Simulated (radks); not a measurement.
Coulomb parameter of the 5d shell of the rhenium ion Re+ in the model configuration [Xe] 4f14 5d4 6s1 6p1, as a second difference U = [E(n + 0.5) + E(n - 0.5) - 2 E(n)] / (0.5)^2 with all orbitals relaxed. "Bare": the charge of the atom changes with n. "Screened": the 6p shell takes up the change at fixed total charge, which measures U(5d,5d) + U(6p,6p) - 2 U(5d,6p). Calculated with a radial shooting solver on a logarithmic mesh with Libxc functionals: scalar-relativistic Kohn-Sham, PBE, spin-unpolarised, spherical densities, finite nucleus; Fermi nuclear charge, rms radius 5.3698 fm.

case,configuration,E - E(n) (eV)
start,[Xe] 4f14 5d4 6s1 6p1,0.000
bare +0.5,[Xe] 4f14 5d4.5 6s1 6p1,-6.855
bare -0.5,[Xe] 4f14 5d3.5 6s1 6p1,9.407
screened +0.5,[Xe] 4f14 5d4.5 6s1 6p0.5,-3.700
screened -0.5,[Xe] 4f14 5d3.5 6s1 6p1.5,4.197

U(bare) = 10.207 eV, U(screened by 6p) = 1.986 eV, against the Slater integral F0(5d,5d) = 13.988 eV with frozen orbitals.
